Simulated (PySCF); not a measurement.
## MF₃ across group 14

Level: PBE0, basis family def2-TZVP, scalar-relativistic core potentials from Rb on and no relativity for lighter atoms.

Each entry is the lowest minimum that a search over a few typed start shapes (and spin states, where more than one is plausible) found, or that minimum re-optimised at the stated level; isomers with ligand–ligand bonds, or fragments after loss of a ligand pair, can lie lower. Open shells are unrestricted; no spin–orbit coupling; PySCF with density fitting.

(1) Order by mean bond length to the first atom of the formula (for M2X and M3X the non-metal), shortest first (Å).
A. SnF₃
B. GeF₃
C. SiF₃
D. CF₃

(2) Give point groups and multiplicities.

## Answers

(1) D (1.313), C (1.581), B (1.721), A (1.908).

(2) CF₃ C3v doublet, SiF₃ C3v doublet, GeF₃ C3v doublet, SnF₃ C3v doublet.

The bond lengthens at every step; the largest change, 0.268 Å, falls between CF₃ and SiF₃ among the members listed.

Left out of the table are members whose search was unfinished or whose lowest solution was spin-contaminated, unstable, very soft or bonded differently.
